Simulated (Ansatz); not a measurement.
One change: `C=C=CF` becomes `C=C=C[CH2][GeH3]`.

Ansatz, PBE0-D4/def2-TZVP geometries, multiplicity 1. Each molecule was computed in one conformer, which needn't be the lowest.

Scalar relativity is left out up to krypton.

```tsv
property	`C=C=CF`
LUMO energy (PBE0/def2-TZVPP) / eV	-0.65
HOMO energy (B3LYP/def2-TZVPP) / eV	-7.28
HOMO–LUMO gap (ωB97M-V/def2-TZVPP) / eV	11.24
HOMO energy (ωB97M-V/def2-TZVPP) / eV	-9.73
LUMO energy (ωB97M-V/def2-TZVPP) / eV	1.51
size of the dipole moment (ωB97M-V/def2-TZVPP) / D	1.71
```

Q: Give the same properties after the change, and the shifts. (An estimate is asked.)

A: Ansatz gave: 
```csv
property,`C=C=C[CH2][GeH3]`,shift
LUMO energy (PBE0/def2-TZVPP) / eV,0.14,0.79
HOMO energy (B3LYP/def2-TZVPP) / eV,-6.77,0.51
HOMO–LUMO gap (ωB97M-V/def2-TZVPP) / eV,11.13,-0.11
HOMO energy (ωB97M-V/def2-TZVPP) / eV,-9.11,0.62
LUMO energy (ωB97M-V/def2-TZVPP) / eV,2.02,0.51
size of the dipole moment (ωB97M-V/def2-TZVPP) / D,0.48,-1.23
```

With PBE0 the HOMO rises by 0.52 eV and the LUMO rises by 0.79 eV, so the gap widens by about 0.27 eV. PBE moves the HOMO by 0.33 eV and ωB97M-V by 0.62 eV. Dipoles are sizes alone; their direction can turn.

B3LYP here is the variant with VWN-RPA as its local correlation; programs differ in this.
